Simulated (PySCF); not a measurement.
Species: C2H7ClSi2.
SMILES with atom numbers: `[SiH3:1]/[CH:2]=[C:3](/[SiH3:4])[Cl:5]` (hydrogens: H6, H7, H8 on Si1; H9 on C2; H10, H11, H12 on Si4)

Structure used (PBE0-D3(BJ)/def2-SVP), in Å, numbered top down from 1:
```
atom  x, y, z in Å
Si1    1.7599    1.2024    0.8651
C2    -0.0076    0.5689    0.7509
C3    -1.0989    1.3472    0.7312
Si4   -2.8904    0.7756    0.6175
Cl5   -0.9308    3.0909    0.8182
H6     2.0813    2.0763   -0.3021
H7     1.9615    1.9755    2.1264
H8     2.6781    0.0245    0.8614
H9    -0.1884   -0.5120    0.6934
H10   -3.6373    1.2426    1.8215
H11   -2.9037   -0.7154    0.5460
H12   -3.5201    1.3579   -0.6030
```

The closed-shell ground state was solved at several levels (PySCF, density fitting, gas phase, non-relativistic).

| level | basis functions | total energy (Eh) | HOMO (eV) | LUMO (eV) | gap (eV) | dipole (D) |
| --- | --- | --- | --- | --- | --- | --- |
| PBE0/pcSseg-0 | 71 | -1117.6707 | -7.85 | -1.17 | 6.68 | 1.64 |
| PBE0/cc-pVDZ | 117 | -1119.0780 | -7.65 | -1.14 | 6.51 | 1.32 |
| PBE0/aug-cc-pVDZ | 190 | -1119.0864 | -7.74 | -1.30 | 6.44 | 1.35 |
| PBE0/cc-pVTZ | 260 | -1119.1459 | -7.75 | -1.30 | 6.45 | 1.32 |

(1) What might PBE0/IGLO-III (272 basis functions) give for the same quantities?

(2) Over all these levels, which gives the widest orbital gap and which the narrowest?

(3) How much does the basis alone move the frontier levels among the 5 PBE0 rows (the withheld one included)?

(4) How far do the dipole and the HOMO energy spread over the levels?

## Answers

(1) Total energy -1119.1357 Eh, HOMO -7.71 eV, LUMO -1.31 eV, gap 6.40 eV, dipole 1.18 D.

(2) PBE0/pcSseg-0 has the widest, 6.68 eV, and PBE0/IGLO-III the narrowest, 6.40 eV. From the narrowest to the widest the HOMO moves by -0.14 eV and the LUMO by +0.14 eV.

(3) The HOMO by 0.20 eV and the LUMO by 0.17 eV. By rising basis size (HOMO, LUMO in eV): pcSseg-0 -7.85, -1.17; cc-pVDZ -7.65, -1.14; aug-cc-pVDZ -7.74, -1.30; cc-pVTZ -7.75, -1.30; IGLO-III -7.71, -1.31.

(4) The dipole runs from 1.18 to 1.64 D (mean 1.36 D) and the HOMO from -7.85 to -7.65 eV.
